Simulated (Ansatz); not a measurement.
Single points on MoO2(NH2)2 (MoN2O2H4).

```yaml
crystal:
  periodic: [false, false, false]
  atoms:
    - {symbol: Mo, position_ang: [0.538075, 0.000745, 0.370950]}
    - {symbol: O, position_ang: [0.481739, 0.004022, 2.051472]}
    - {symbol: O, position_ang: [2.088826, -0.000472, -0.279061]}
    - {symbol: N, position_ang: [-0.358306, 1.591808, -0.250299]}
    - {symbol: H, position_ang: [-0.121511, 2.082939, -1.107327]}
    - {symbol: H, position_ang: [-1.074549, 2.085193, 0.274453]}
    - {symbol: N, position_ang: [-0.358300, -1.592796, -0.243928]}
    - {symbol: H, position_ang: [-1.074203, -2.084372, 0.282975]}
    - {symbol: H, position_ang: [-0.121771, -2.087067, -1.099225]}
basis:
  gaussian: {orbitals: def2-TZVP, initial_orbitals: start.molden}
hamiltonian: {xc: {name: wB97M-V}}
scf: {omitted_lower_state_checks: [starts]}
output: {orbitals: {seedname: orbitals}}
```

The file start.molden holds the orbitals of an earlier run on this structure, at another level or in another basis.

```sh
$ ansatz run in.yaml --threads 2 --pin off --events-out ev --progress --plain --max-ram 4352MiB
```

It prints (some lines left out):

```
Functional definition: wB97M-V
1123 factors; their error is unknown
278 factors; integrals over basis functions are off by at most 1.1e-5 eV
mean field evaluation 1: about -8997.0688 eV, gradient 1.1e1 eV
mean field evaluation 2: about -8997.1546 eV, gradient 1.4e-1 eV
mean field evaluation 4: about -8997.2044 eV, gradient 4.5e-4 eV
mean field -8997.20443875 eV, -330.6411645999 hartree, gradient 1.1e-5 eV, S^2 0.000000; 0 other end points of the search recorded, 0 dependent functions left out
reference -8997.20452353 eV, -330.6411677153 hartree; 24, 24 occupied and 164, 164 virtual orbitals, 1123 factors
Total energy: -8997.20452353 eV, -330.6411677153 hartree
Checks for a lower state left out: starts
```

It took 15 s on 2 threads of Arm Neoverse V1 on a shared host.

As the first input, with `hamiltonian: {xc: {name: wB97X-V}}` (abridged; 13 s):

```
Functional definition: wB97X-V
mean field -8998.50253581 eV, -330.6888687871 hartree, gradient 1.0e-5 eV, S^2 0.000000
Total energy: -8998.50253253 eV, -330.6888686663 hartree
Checks for a lower state left out: starts
```

As the first input, with `hamiltonian: {xc: lda}` (abridged; 1.6 s):

```
Functional definition: SPW92
mean field -8946.52788477 eV, -328.7788355909 hartree, gradient 7.7e-5 eV, S^2 0.000000
Total energy: -8946.52795393 eV, -328.7788381324 hartree
Checks for a lower state left out: starts
```

The first input with `hamiltonian: {xc: hse06, dispersion: d4}` (abridged; 4.4 s):

```
Functional definition: HSE06
mean field -8993.81260843 eV, -330.5165171346 hartree, gradient 1.4e-5 eV, S^2 0.000000
Total energy: -8993.98600156 eV, -330.5228892147 hartree
Checks for a lower state left out: starts
```

First input, but with `hamiltonian: {xc: pbe, dispersion: d4}`, `output: {forces: true, orbitals: {seedname: orbitals}}` (abridged; 3.4 s):

```
Functional definition: PBE
mean field -8996.31676234 eV, -330.6085430934 hartree, gradient 5.0e-6 eV, S^2 0.000000
Total energy: -8996.53618342 eV, -330.6166066694 hartree
Atom 0 force    -0.882955    -0.001256    -0.609421 eV/Å
Atom 1 force    -0.019850     0.003047     1.542215 eV/Å
Atom 2 force     1.434294    -0.001084    -0.566717 eV/Å
Atom 3 force    -0.246579     0.450547    -0.170184 eV/Å
Atom 4 force     0.011406     0.022414    -0.037263 eV/Å
Atom 5 force    -0.030630     0.022768     0.023487 eV/Å
Atom 6 force    -0.246333    -0.451155    -0.168643 eV/Å
Atom 7 force    -0.030712    -0.022642     0.023631 eV/Å
Atom 8 force     0.011359    -0.022638    -0.037105 eV/Å
Dipole moment:    -0.683947    -0.000945    -0.471551 e Å
Checks for a lower state left out: starts
```

As the first input, with `hamiltonian: {xc: pbe0, dispersion: d4}`, `output: {forces: true, orbitals: {seedname: orbitals}}` (abridged; 5.5 s):

```
Functional definition: PBE0
mean field -8994.14252847 eV, -330.5286414725 hartree, gradient 1.7e-5 eV, S^2 0.000000
Total energy: -8994.32798713 eV, -330.5354569526 hartree
Atom 0 force    -0.100344    -0.000179    -0.069755 eV/Å
Atom 1 force     0.029418     0.000273     0.117032 eV/Å
Atom 2 force     0.119692    -0.000054    -0.014070 eV/Å
Atom 3 force    -0.205713     0.384273    -0.141747 eV/Å
Atom 4 force    -0.058082    -0.169036     0.278298 eV/Å
Atom 5 force     0.239352    -0.169471    -0.153172 eV/Å
Atom 6 force    -0.205435    -0.384769    -0.140501 eV/Å
Atom 7 force     0.239154     0.168991    -0.153856 eV/Å
Atom 8 force    -0.058042     0.169972     0.277771 eV/Å
Dipole moment:    -0.707159    -0.000977    -0.487557 e Å
Checks for a lower state left out: starts
```

As the first input, with `correlation: {method: ccsd_t}` and without the key `hamiltonian` (abridged; 3.5 min):

```
Functional definition: HF
mean field -8943.02357072 eV, -328.6500544248 hartree, gradient 2.8e-6 eV, S^2 0.000000
4 core orbitals not correlated: weight in the atoms' cores, before any rotation towards them, 1.000 or more for the frozen orbitals, at most 0.000 for the correlated occupied ones
second order -39.54232048 eV of doubles, -0.00000000 eV of singles
cycle   1  -34.68130052 eV  change     4.9e0 eV  update   3.3e-1
cycle   2  -36.87066855 eV  change    -2.2e0 eV  update   2.5e-1
cycle   3  -37.28904953 eV  change   -4.2e-1 eV  update   4.1e-2
cycle   4  -37.31598130 eV  change   -2.7e-2 eV  update   2.0e-2
cycle   5  -37.29559163 eV  change    2.0e-2 eV  update   5.3e-3
cycle   6  -37.29847402 eV  change   -2.9e-3 eV  update   2.4e-3
cycle   7  -37.29758369 eV  change    8.9e-4 eV  update   8.6e-4
cycle   8  -37.29644704 eV  change    1.1e-3 eV  update   4.2e-4
cycle   9  -37.29677568 eV  change   -3.3e-4 eV  update   1.7e-4
cycle  10  -37.29700706 eV  change   -2.3e-4 eV  update   6.9e-5
cycle  11  -37.29693322 eV  change    7.4e-5 eV  update   3.6e-5
cycle  12  -37.29688275 eV  change    5.0e-5 eV  update   1.8e-5
cycle  13  -37.29693581 eV  change   -5.3e-5 eV  update   7.1e-6
cycle  14  -37.29692317 eV  change    1.3e-5 eV  update   3.0e-6
perturbative correction -2.24501199 eV, -0.0825026688 hartree
Total energy: -8982.56550588 eV, -330.1031937394 hartree
Checks for a lower state left out: starts
```

Geometry: PBE0-D4/def2-SVP.

In the def2 sets Mo takes a core potential; there is no spin–orbit coupling. HSE06 is defined as in plane-wave codes, on full-range PBE exchange. Correlated methods freeze 4 core orbitals; core or outer-core shells of Mo are correlated, in sets that lack core-valence functions.
